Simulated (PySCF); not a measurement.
Electrostatic solvation of a mixed set.

Level: CAM-B3LYP/def2-SVPD in PySCF, non-relativistic, each on one gas-phase PBE0-D3(BJ)/def2-SVP geometry that isn't relaxed in the solvent. The solvent is an IEF-PCM continuum (Bondi radii, 1.10 Å for H, scaled by 1.2). The model holds no explicit solvent molecules, cavitation or dispersion.

Question: Order them by E(solvent) − E(gas) in dimethylsulfoxide (ε = 46.83), most negative first (kJ/mol).
A. `[F:1][C:2]([F:3])=[C:4]([F:5])[C:6]([F:7])=[C:8]([F:9])[F:10]` with C2–C4–C6–F7 1°
B. `C#CC1=CC=CC(=C)C=C1`
C. `[SiH3:1][SiH:2]([SiH3:3])[CH:4]1[CH2:5][CH2:6]1` with Si1–Si2–C4–C5 84°

Answer: B (-19.3), A (-8.3), C (-4.8).

```csv
SMILES,charge,ΔE (kJ/mol),polarisation term (kJ/mol),HOMO shift (eV),dipole gas (D),dipole solvent (D),atoms,"lowest singlet, gas (eV)","lowest singlet, solvent (eV)"
C#CC1=CC=CC(=C)C=C1,0,-19.3,-22.0,-0.01,0.35,0.61,18,2.67,2.64
FC(F)=C(F)C(F)=C(F)F,0,-8.3,-9.0,+0.23,0.01,0.01,10,5.81,5.74
[SiH3][SiH]([SiH3])C1CC1,0,-4.8,-5.3,+0.13,1.09,1.35,18,6.54,6.53
```

The polarisation term is half the interaction of the solute with the induced surface charges. Singlets are vertical TDDFT energies (frozen core, non-equilibrium response), the lowest in each medium.
